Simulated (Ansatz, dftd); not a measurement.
Reaction: C2H6Si (SMILES C[Si]C) → C2H6Si (ethenylsilane, SMILES C=C[SiH3])
Each species at its own B3LYP-D3(BJ)/def2-TZVP minimum (Ansatz, a quantum-chemistry and plane-wave program).

Quantity: isomerisation energy (electronic), in kcal/mol. Radicals and triplets start from unrestricted determinants; spin-orbit coupling is neglected. Correlated methods leave the cores frozen. Rows without X2C or -DK are non-relativistic. CBS(X,Y): correlation extrapolated as X^-3, Hartree-Fock from the larger set. A bracket is a step between two methods taken in the basis named. Functionals run without relativity, which enters their misses. Double hybrids freeze cores in their MP2 part. 'core' is core correlation in cc-pwCVTZ (1s frozen past Ne), 'X2C' scalar relativity in cc-pVTZ-DK, both at CCSD(T). The restricted determinant of C2H6Si (C[Si]C, singlet) is unstable towards broken spin symmetry in at least one set run.

Compared with CCSD(T)/CBS(cc-pV(T+d)Z,cc-pV(Q+d)Z) + [CCSDT(Q) - CCSD(T)]/cc-pV(D+d)Z + core + X2C (Ansatz): -9.2 kcal/mol.

Costs are rough ratios of core time, to one figure, on one kind of shared machine, summed over the single points of the molecules; atoms, geometries and frequencies are left out. The first row took roughly 9 core seconds; short runs hold start-up time.

| level | program | cost relative to the first row | difference (kcal/mol) |
|---|---|---|---|
| PBE0/def2-TZVPD | Ansatz | 1 | 1.4 |
| CAM-B3LYP-D4/def2-TZVPD | Ansatz + dftd4 | 1 | -1.2 |
| B2GP-PLYP-D4/def2-TZVPD | Ansatz + dftd4 | 2 | -1.6 |
| B2PLYP-D3(BJ)/def2-TZVPD | Ansatz + dftd3 | 2 | -1.3 |
| wB97X-V/def2-TZVPD | Ansatz | 3 | -1.0 |
| wB97M-V/def2-TZVPD | Ansatz | 3 | 1.8 |
| CCSDT(Q)/cc-pV(D+d)Z | Ansatz | 70 | -2.4 |

The dearest row costs roughly 70 times the first. Costs within a factor of two don't rank. The table holds for this case alone.
